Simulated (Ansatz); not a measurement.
FH12N3Si4, SMILES N([SiH3])[Si](F)(N[SiH3])N[SiH3]. Atoms are numbered in the order given.

```xyz
20

F      0.1738     0.5715    -1.7663
Si     0.3337    -0.1373    -0.3041
N      1.9357     0.1400     0.2622
Si     2.8168     1.6504     0.2969
N     -0.8585     0.5865     0.7092
Si    -2.4011     1.2709     0.2377
N      0.0035    -1.8197    -0.4326
Si    -1.2790    -2.6398     0.4352
H      2.4397    -0.7011     0.5330
H      3.8971     1.7144    -0.7320
H      1.8308     2.7358     0.0461
H      3.4553     1.8515     1.6322
H     -0.5638     0.7541     1.6685
H     -3.3976     1.0216     1.3201
H     -2.3356     2.7457     0.0107
H     -2.8350     0.6072    -1.0195
H      0.4951    -2.3649    -1.1365
H     -1.1887    -4.0825     0.0657
H     -1.1109    -2.5071     1.9110
H     -2.6406    -2.1418     0.0851
```

Coordinates come from a B3LYP-D3(BJ)/def2-SVP optimisation. One conformer was computed; it need not be the lowest.

Two levels are set side by side: PBE-D3(BJ)/def2-SVP (Ansatz, an electronic-structure program) and B3LYP-D3(BJ)/def2-SVP (Ansatz). Each level has its own optimised geometry; the coordinates shown are those of the second. Differences are taken from unrounded values.

| quantity | B3LYP-D3(BJ) | PBE-D3(BJ) | PBE-D3(BJ) minus B3LYP-D3(BJ) |
|---|---|---|---|
| mean bond length (Å) | 1.501 | 1.512 | 0.011 |
| bond F1–Si2 (Å) | 1.633 | 1.644 | 0.011 |
| bond Si2–N3 (Å) | 1.722 | 1.731 | 0.010 |
| bond Si2–N5 (Å) | 1.724 | 1.735 | 0.011 |
| bond Si2–N7 (Å) | 1.719 | 1.728 | 0.009 |
| bond N3–Si4 (Å) | 1.749 | 1.758 | 0.009 |
| bond N5–Si6 (Å) | 1.752 | 1.762 | 0.010 |
| bond N7–Si8 (Å) | 1.752 | 1.762 | 0.010 |
| bond N3–H9 (Å) | 1.017 | 1.024 | 0.007 |
| bond Si4–H10 (Å) | 1.493 | 1.507 | 0.014 |
| bond Si4–H11 (Å) | 1.488 | 1.501 | 0.013 |
| bond Si4–H12 (Å) | 1.494 | 1.507 | 0.013 |
| bond N5–H13 (Å) | 1.017 | 1.025 | 0.007 |
| bond Si6–H14 (Å) | 1.492 | 1.505 | 0.013 |
| bond Si6–H15 (Å) | 1.494 | 1.507 | 0.014 |
| bond Si6–H16 (Å) | 1.486 | 1.499 | 0.013 |
| bond N7–H17 (Å) | 1.017 | 1.024 | 0.007 |

GGA bonds tend to be longer and softer than those of functionals with exact exchange. Differences between two approximate levels are no errors against the true value.
